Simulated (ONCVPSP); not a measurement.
## ruthenium, ONCV: configuration errors across variants

ruthenium (Ru), optimised norm-conserving Vanderbilt (ONCV), made with ONCVPSP 4.0.1 (PBEsol, scalar-relativistic). Core [Ar] 3d10, reference 4s2 4p6 4d7 5s0.75 5p0.25. Waves: 4s+5s: rc 1.85 bohr, ncon 3, nbas 7, qcut 7.5 1/bohr, 2 projectors; 4p+5p: rc 1.75 bohr, ncon 3, nbas 6, qcut 9.2 1/bohr, 3 projectors, debl 3.1 Ha; 4d: rc 1.35 bohr, ncon 4, nbas 9, qcut 6.8 1/bohr, 2 projectors, debl 3.8 Ha. Local part: polynomial inside 1.05 bohr (lpopt 3, dvloc0 1 Ha). Core correction: Teter function, fcfact 2.5, rcfact 1.25.

All-electron excitation energies from the reference (eV): (1) 4s2 4p6 4d7 5s1 5p0 -0.857; (2) 4s2 4p6 4d7 5s0 5p0 6.443; (3) 4s1 4p6 4d7 5s1 5p0 81.782.

Errors AE − PS in meV (a dash: test not solved or not reliable):

| change | (1) | (2) | (3) | bound ghosts | GHOST(+) flags above zero |
| --- | --- | --- | --- | --- | --- |
| base | +0.1 | -1.8 | -310 | none | s |
| s: rc 1.26 | +0.1 | -1.3 | -71 | none | s |
| s: rc 1.46 | +0.1 | -1.5 | -139 | none | s |
| s: rc 1.68 | +0.1 | -1.7 | -232 | none | s |
| s: rc 1.94 | +0.1 | -1.9 | -340 | none | s |
| s: rc 2.08 | +0.1 | -2.0 | -397 | none | none |
| s: rc 2.26 | +0.1 | -2.1 | -473 | none | none |
| s: rc 2.44 | +0.1 | -2.3 | -561 | none | none |

Q: Give the same row for: s: rc 2.68.

A: +0.1, -2.4, -599; bound ghosts: none; GHOST(+) flags above zero: none.
